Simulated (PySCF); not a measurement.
Parent: `[O:1]=[CH:2][SiH3:3]`, CH4OSi.

Level of theory: PBE0-D3(BJ)/def2-SVP geometry optimisation, gas phase (PySCF 2.14.0). One conformer each, not checked by frequencies here.

```tsv
coordinate of the parent	value
O1=C2	1.205 Å
C2–Si3	1.937 Å
O1–C2–Si3	120.1°
```

**Question.** How does the shared frame change in `[CH3:1][SiH2:2][CH:3]=[O:4]` with C1–Si2–C3–O4 -1°, C2H6OSi? Atoms pair as O1 = O4, C2 = C3, Si3 = Si2 (parent first).

**Answer.** 
| parent | relative | value in the relative | change |
| --- | --- | --- | --- |
| O1=C2 | O4=C3 | 1.207 Å | +0.002 |
| C2–Si3 | C3–Si2 | 1.933 Å | -0.004 |
| O1–C2–Si3 | O4–C3–Si2 | 121.1° | +1.0 |

Of the parent's bonds, C2–Si3 changes most (-0.004 Å). Bonds of the relative outside the shared frame: C1–Si2 1.869 Å.
